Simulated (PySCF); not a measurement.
## Excitation energy of Ag(2+) by level of theory

Ag(2+) [Kr] 4d9 (2D) → Ag(2+) [Kr] 4d8 5s1 (4F), as a difference of total energies. All numbers are calculated (PySCF 2.14, scalar relativity through the core potential, in def2-TZVPPD with the def2 core potential (28 electrons) (6s4p3d2f1g, 56 functions)). Correlated levels: valence: 4s2 4p6 frozen; valence and next inner shell: nothing frozen outside the core potential. The calculations carry no spin-orbit coupling.

```csv
method,excitation energy (eV)
UHF,7.527
LDA,7.848
PBE,7.733
PBE0,7.913
r2SCAN,7.584
BLYP,7.581
MN15,8.755
r2SCANh,7.654
revPBE,7.774
MP2 (valence),8.430
SCS-MP2 (valence),8.547
MP2 (valence and next inner shell),8.163
SCS-MP2 (valence and next inner shell),8.199
```

Task: How much does correlation contribute at MP2 (valence and next inner shell)?

Result: 8.163 − (7.527) = 0.636 eV, measured against UHF.
